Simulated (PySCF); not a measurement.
Solvent effects on NMR parameters

Bonds (- single, = double, # triple, : aromatic): C1=N2 1.261 Å, N2-Si3 1.757 Å, Si3-C4 1.907 Å, C4-O5 1.403 Å, O5-C6 1.393 Å. C1 carries H7, H8; Si3 carries H9, H10; C4 carries H11, H12; C6 carries H13, H14, H15. H8 is cis to Si3; H7 is trans to Si3.

GIAO PBE0/pcSseg-1 in PySCF on one PBE0-D3(BJ)/def2-SVP conformer, non-relativistic, equivalent nuclei averaged. Solvents enter as an IEF-PCM continuum (tetrahydrofuran with ε = 7.4, dimethylsulfoxide with ε = 46.8) around the gas-phase geometry. Shifts are referred to TMS computed in the same medium.

Gas phase, δ in ppm: C1 177.0, C4 61.4, C6 60.6, Si3 -24.9, H8 8.66, H7 8.56, H9/H10 5.06, H11/H12 3.53, H13/H14/H15 3.30. Dipole moment 0.86 D.

Problem. How does each δ change in the continuum?

Solution. 
```tsv
atoms	environment	Δδ, tetrahydrofuran	Δδ, dimethylsulfoxide
C1	C=N carbon	+6.4	+7.9
C4	sp3 CH2 bonded to O and Si	+0.5	+0.6
C6	methyl carbon bonded to O	+0.8	+1.0
Si3	silicon bonded to C, N, 2 H	+0.3	+0.4
H8	hydrogen on a C=N carbon	+0.08	+0.11
H7	hydrogen on a C=N carbon	+0.08	+0.10
H9/H10	hydrogen on a silicon bonded to C, N	-0.06	-0.07
H11/H12	hydrogen on an sp3 CH2 bonded to O and Si	+0.10	+0.11
H13/H14/H15	hydrogen on a methyl carbon bonded to O	+0.08	+0.10
```

Changes are relative to the gas phase. The dipole moment becomes 1.15 D in tetrahydrofuran, 1.22 D in dimethylsulfoxide.

Problem. Which of the listed nuclei move most (in ppm), and what does the model miss? (N and O are left out, as their reference compounds move with the solvent too.)

Solution. C1 (C=N carbon, +7.9 ppm) in dimethylsulfoxide. A continuum only polarises the solute; specific hydrogen bonds, the anisotropy of aromatic solvents and changes of geometry or conformer are outside it.
